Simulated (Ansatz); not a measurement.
Reaction (isomerisation): `CC(C)/C=C/C(C)C` → `CC[C@@H]1CCC[C@H]1C`

Calculated with Ansatz (gas phase, PBE0-D4/def2-TZVP geometries, no zero-point term in ΔE). CCSD(T)/CBS adds triple-zeta CCSD(T) − MP2 to the extrapolated MP2 energy (def2 sets, frozen cores). DFT in def2-TZVPP. B3LYP here is the variant with VWN-RPA as its local correlation; programs differ in this. Each species was taken in one conformer, which may not be the lowest.

(1) Is it downhill or uphill in electronic energy at CCSD(T)/CBS, and by how much? (An estimate is asked.)

(2) What do these levels give: PBE-D4, BLYP-D4, ωB97X-V, PBE-QIDH, BLYP, B3LYP, r2SCANh, r2SCAN0, BHLYP, CCSD/def2-SVP, SCS-MP2/def2-QZVPP, HF/CBS(def2)? (Best estimate.)

Largest T1 diagnostic among the species: 0.009.

Results:

(1) Ansatz gave: Downhill: ΔE = -13.9 kcal/mol.

(2) Computed: PBE-D4 -13.8, BLYP-D4 -8.1, ωB97X-V -16.8, PBE-QIDH -17.8, BLYP -5.5, B3LYP -8.9, r2SCANh -14.3, r2SCAN0 -15.6, BHLYP -11.8, CCSD/def2-SVP -15.3, SCS-MP2/def2-QZVPP -13.8, HF/CBS(def2) -9.7 kcal/mol.

Leaving LDA and LC-ωPBE aside and taking each functional with its dispersion term where it has one, the values spread over 9.7 kcal/mol, from PBE-QIDH to BLYP-D4. LDA lies −6.6 kcal/mol from PBE without D4. From BLYP to BHLYP (50 % exact exchange), in def2-TZVPP and without D4, ΔE moves by −6.3 kcal/mol. In def2-TZVPP, CCSD(T) changes the Hartree–Fock value by −4.3 kcal/mol (the triples alone add +0.2 kcal/mol) and MP2 by −5.9 kcal/mol.
